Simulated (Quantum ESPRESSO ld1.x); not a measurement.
The numbers below are computed, except where a source is named.
Q: The aim is neutral caesium in [Xe] 6s1. What will ld1.x (Quantum ESPRESSO 7.5) do with this input?

```
 &input
    zed=55.0,
    iswitch=1,
    rel=1,
    lsd=1,
    dft='PW',
    config='[Xe] 6s1 8s1',
    verbosity='high',
    prefix='ld1',
    max_out_wfc=37,
    file_charge='ld1.rho',
 /
```

A: Refused. The program stops in el_config with "wrong main quantum number": the config string takes n from 1 to 7 alone.

Output (excerpt):

```
     Program LD1 v.7.5 starts

 %%%%%%%%%%%%%%%%%%%%%%%%%%%%%%%%%%%%%%%%%%%%%%%%%%%%%%%%%%%%%%%%%%%%%%%%%%%%%%
     Error in routine el_config (13):
     wrong main quantum number
 %%%%%%%%%%%%%%%%%%%%%%%%%%%%%%%%%%%%%%%%%%%%%%%%%%%%%%%%%%%%%%%%%%%%%%%%%%%%%%

     stopping ...
```

Run on one thread of a shared host, so times are rough (Intel(R) Xeon(R) Processor @ 2.60GHz): 0.48 s of CPU time, 0.5 s wall.
